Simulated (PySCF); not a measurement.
All values below come from M06-2X/def2-TZVP // B3LYP-D3(BJ)/def2-TZVP (PySCF). All species are isolated molecules in the gas phase. Excitations are Tamm–Dancoff values on a coarser integration grid. The basis has no diffuse functions, so Rydberg states are missing or too high.

Reference species (SMILES): `CB(C)C` (neutral, multiplicity 1).

```json
{
 "T1 excitation (TDA)": "6.02 eV",
 "dipole_moment": "0.02 D"
}
```

Changed species: `CB(C)N` (1 of 3 CH3 replaced by NH2; the reference has 0 of 3 CH3 replaced by NH2).

Problem. What does the change do to the T1 excitation (TDA) and dipole moment?

Solution. the T1 excitation (TDA) rises by 0.75 eV, to 6.77 eV; the dipole moment increases by 1.21 D, to 1.23 D.
